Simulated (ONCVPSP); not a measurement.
As (Z = 33): one change to an ONCV potential, before and after

```json
{
  "Element": "As",
  "Generator": "ONCVPSP 4.0.1",
  "Type": "optimised norm-conserving Vanderbilt (ONCV)",
  "Functional": "PBE",
  "Relativity": "scalar-relativistic",
  "Frozen core": "[Ar] 3d10",
  "Valence charge": "5",
  "Reference configuration": "4s1.5 4p3.5",
  "Partial waves": "4s: rc 1.45 bohr, ncon 4, nbas 8, qcut 3.9 1/bohr, 2 projectors, debl 3.8 Ha; 4p: rc 1.55 bohr, ncon 3, nbas 7, qcut 5.2 1/bohr, 3 projectors, debl 2.7 Ha",
  "Local potential": "polynomial inside 1.10 bohr (lpopt 4, dvloc0 0 Ha)",
  "Core correction": "polynomial model core, fcfact 0.55"
}
```

All-electron outer shells of the reference configuration (PBE, scalar-relativistic, ld1.x):

```
shell  level (eV)  outermost node (bohr)  outermost maximum (bohr)
   3p     -134.54                   0.22                      0.52
   3d      -41.48                      –                      0.47
   4s      -14.94                   0.73                      1.61
   4p       -5.52                   0.78                      1.97
```

Change: s: debl 0.75.

Cutoffs: the cutoffs (Ha) at which the residual kinetic energy of the hardest occupied pseudo-wave falls to 1 and 0.1 mHa per electron; they do not see the model core or the augmentation charge, which bear on the density cutoff. Errors are all-electron minus pseudo energies relative to the spin-unpolarised reference configuration.

**Question.** What does the change do?

**Answer.** The potential gets neither clearly harder nor softer (17 Ha and 59 Ha → 17 Ha and 59 Ha); both files keep a bound ghost (p); the errors of the 4 common tests hardly move; the range in which the s phases agree narrows (upper end 4.6 → 2.4).

```csv
quantity,base,changed
"cutoff, loose",17 Ha,17 Ha
"cutoff, tight",59 Ha,59 Ha
bound ghosts,p,p
GHOST(+) flags under 300 eV,"s at 131.5 eV, p at 251.5 eV","s at 73.2 eV, p at 251.5 eV"
"error for 4s2 4p3, meV [ΔE -4.68 eV]",-1.7,-1.7
"error for 4s2 4p2, meV [ΔE 4.47 eV]",-2.9,-3.0
"error for 4s2 4p1, meV [ΔE 22.39 eV]",-18,-19
"error for 4s2 4p2.5, meV [ΔE -1.12 eV]",-1.6,-1.6
s: phases at 1.47 bohr within 0.05 rad from the reference energy up to (Ha; the scan ends near 5),4.6,2.4
p: phases at 1.57 bohr within 0.05 rad from the reference energy up to (Ha; the scan ends near 5),to the end of the scan,to the end of the scan
"rms error of d²Exc/dni dnj with the model core, mHa",0.40,0.40
```

 A true bound ghost makes a file unfit for plane-wave use even where its test errors are small: the radial tests pick states by their node count and pass the ghost by.
